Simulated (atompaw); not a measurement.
# La: one change to a PAW (atompaw) potential, before and after

lanthanum, PAW, made with atompaw 4.2.0.5 (PBEsol, scalar-relativistic). Core [Kr] 4d10, reference 4f0 5s2 5p6 5d0 6s0 6p0 (charge +3). Waves: 5s (bound): rc 2.60 bohr; 6s (bound, empty): rc 2.85 bohr; 5p (bound): rc 2.55 bohr; 6p (bound, empty): rc 2.85 bohr; 5d (bound, empty): rc 2.85 bohr; 5d channel at 1.85 Ry: rc 2.85 bohr; 4f (bound, empty): rc 2.00 bohr; 4f channel at -1.55 Ry: rc 2.00 bohr. Local part: troulliermartins scheme with l = 4 at 0 Ry, radius 2.00 bohr. Core correction: smooth core density matched at 1.60 bohr. Augmentation charge: sinc compensation charge, radius 2.70 bohr; PAW radius 2.85 bohr; waves and projectors: custom polynom vanderbiltortho.

Change: all radii scaled by about 0.76 (s 1.96, p 1.92, d 2.16, f 1.52 bohr); local potential troulliermartins scheme with l = 4 at 0 Ry, radius 1.52 bohr; augmentation sinc compensation charge, radius 2.04 bohr; PAW radius 2.16 bohr; waves and projectors: custom polynom vanderbiltortho; core correction smooth core density matched at 1.20 bohr.

Cutoffs: the cutoffs (Ry, on a coarse ladder) from which the occupation-weighted sum of valence levels, in a spherical-Bessel basis at the reference potential, stays within 10 and 1 mRy of its value at 400 Ry; they do not see the model core or the augmentation charge, which bear on the density cutoff.

**Question.** What does the change do?

**Answer.** The potential gets harder (12 Ry and 21 Ry → 15 Ry and 25 Ry); the bound ghosts move from s to p, s. A smaller radius makes the pseudo-wave follow the all-electron one further in, where it bends more sharply, so more plane waves are needed.

```csv
quantity,base,changed
"cutoff, loose",12 Ry,15 Ry
"cutoff, tight",21 Ry,25 Ry
loose cutoff by channel (10 mRy a level),"s 8 Ry, p 10 Ry","s 6 Ry, p 10 Ry"
bound ghosts,s,"s, p"
lowest overlap eigenvalue by channel,"s 0.65, p 0.79, d 0.86, f 0.97","s 0.01, p 0.08, d 0.86, f 0.96"
```

Base: The cutoffs count occupied waves only; the empty 4f level needs 30 Ry at the loose tolerance. Changed file: The cutoffs count occupied waves only; the empty 4f level needs 50 Ry at the loose tolerance. A true bound ghost makes a file unfit for plane-wave use even where its test errors are small: the radial tests pick states by their node count and pass the ghost by. The cutoffs see the waves, projectors and local potential, not the compensation charge or the core.
